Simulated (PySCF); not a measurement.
H2BFO2, singlet, geometry from GFN2-xTB. Base run: CCSD(T)/cc-pVDZ (PySCF).

Here is a job for PySCF.
```python
from pyscf import gto, scf, cc

mol = gto.M(
    atom='''
B    -0.05159491   -0.00555567    0.01071653
F     1.26974050    0.13672386   -0.26373156
O    -0.41760793   -0.73601234    1.06456634
H     0.29962872   -1.12006821    1.56831259
O    -0.94382562    0.58941511   -0.78178966
H    -0.57785025    1.09010971   -1.51052457
''',
    basis='cc-pvdz',
    verbose=4,
    max_memory=1800,
)

mf = scf.RHF(mol)
mf.kernel()

mycc = cc.CCSD(mf, frozen=4)
mycc.kernel()
et = mycc.ccsd_t()
print('E(CCSD(T)) = %.10f' % (mycc.e_tot + et))
```

Variants of this job, named by their change:

```tsv
change	ΔE vs base (mEh)	MP2 correlation (Eh)	CC correlation without the perturbative part (Eh)	basis functions
base	0.000	-0.63655	-0.65084	66
method = ccsd	12.900	-0.63655	-0.65084	66
method = cisd	86.957	-	-	66
method = mp2	27.189	-0.63655	-	66
```
